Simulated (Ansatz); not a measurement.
Computed with Ansatz on PBE0-D4/def2-TZVP structures; ΔE is electronic, products minus reactants. CCSD(T)/CBS is the MP2 limit (def2-TZVPP, def2-QZVPP) plus CCSD(T) − MP2 in def2-TZVPP, frozen cores. This one scheme is used for every species. DFT in def2-TZVPP. B3LYP here is the variant with VWN-RPA as its local correlation; programs differ in this. Each species was taken in one conformer, which may not be the lowest.

Consider the silylene loss: `[SiH3][SiH2][SiH]1[CH2][AlH]1` → `[SiH3][SiH]1[CH2][AlH]1` + `[SiH2]`.

CCSD(T)/CBS gives +245.4 kJ/mol.

Problem. Another level gave +254.2 kJ/mol. Which?
A. B3LYP-D4/def2-TZVPP
B. PBE0-D4/def2-TZVPP
C. CCSD/def2-TZVPP
D. MP2/def2-TZVPP

Solution. D. MP2/def2-TZVPP 254.2, B3LYP-D4 241.1, PBE0-D4 265.2, CCSD/def2-TZVPP 232.2 kJ/mol.

Largest T1 diagnostic among the species: 0.014.

The D4 term adds +13.9 kJ/mol with B3LYP and +7.8 kJ/mol with PBE0; it sums over pairs of atoms, weighted by their polarisabilities, and B3LYP, whose exchange is more repulsive, gets the larger term. From PBE to PBE0 (25 % exact exchange), in def2-TZVPP and without D4, ΔE moves by +6.3 kJ/mol.
